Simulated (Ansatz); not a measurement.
Cost and result for the atomization energy of `C[SiH]1[SiH2]SS1` (11 atoms, 11 bonds).

```
atom   x (Å)   y (Å)   z (Å)
  C1   0.950   1.186   0.954
 Si2   0.545  -0.520   0.320
 Si3  -1.565  -0.760  -0.612
  S4  -0.612  -0.007  -2.403
  S5   1.204  -0.848  -1.723
  H6   0.495   1.348   1.935
  H7   2.032   1.306   1.052
  H8   0.576   1.944   0.265
  H9   1.118  -1.567   1.210
 H10  -2.014  -2.169  -0.767
 H11  -2.729   0.087  -0.231
```

Charge 0, multiplicity 1. The geometry is a stationary point of PBE0-D4/def2-TZVP. Program: Ansatz. All runs use 4 threads of an Arm Neoverse V2 on a shared host. Times are those of one run each, without the atoms' runs, and a repeat can differ threefold. Electronic energies, without spin–orbit coupling; frozen cores. CCSD(T)/CBS adds CCSD(T) − MP2 in def2-TZVPP to the MP2 limit, and its time is that of the two runs behind it. T1 = 0.013. B3LYP takes the VWN-RPA correlation (the form of Gaussian; ORCA's B3LYP/G).

CCSD(T)/CBS is a level of theory with its own doubt, some kJ/mol a heavy atom from the limit and from the frozen cores, so smaller differences don't rank the functionals.

```tsv
level	functions	wall time	atomization (kcal/mol)	difference from CCSD(T)/CBS	per bond
LDA (SPW92)/def2-TZVPP	283	1.7 s	985.3	116.0	10.6
BLYP-D4/def2-TZVPP	283	2.6 s	857.6	-11.7	-1.1
PBE-D4/def2-TZVPP (with forces)	283	3.1 s	879.1	9.8	0.9
CCSD(T)/def2-SVP	116	4.1 s	794.4	-74.9	-6.8
PBE0-D4/def2-TZVPP	283	4.1 s	870.5	1.2	0.1
r2SCAN-D4/def2-TZVPP (with forces)	283	6 s	873.1	3.8	0.3
B3LYP-D4/def2-TZVPP (with forces)	283	6.5 s	863.9	-5.4	-0.5
B2PLYP/def2-TZVPP	283	7 s	850.8	-18.5	-1.7
PBE-QIDH/def2-TZVPP	283	7 s	863.7	-5.6	-0.5
B97M-V/def2-TZVPP	283	12 s	879.2	9.9	0.9
MP2/def2-QZVPP	517	26 s	866.1	-3.2	-0.3
CCSD(T)/def2-TZVPP	283	2.6 min	840.6	-28.7	-2.6
CCSD(T)/CBS(def2)	–	3 min	869.3	0.0	0.0
```

From BLYP to BHLYP (50 % exact exchange), in def2-TZVPP and without D4, the atomization energy moves by −3.7 kcal/mol: exact exchange takes away binding that semilocal exchange gives to molecules. In def2-TZVPP, CCSD(T) changes the Hartree–Fock value by +211.3 kcal/mol (the triples alone add +14.9 kcal/mol) and MP2 by +220.0 kcal/mol; breaking electron pairs costs correlation energy, which Hartree–Fock lacks. At CCSD(T), def2-SVP lies −74.9 kcal/mol from the extrapolated value and def2-TZVPP −28.7 kcal/mol: correlation converges slowly with the basis, and small sets miss more of it in the bonded molecule than in its fragments.
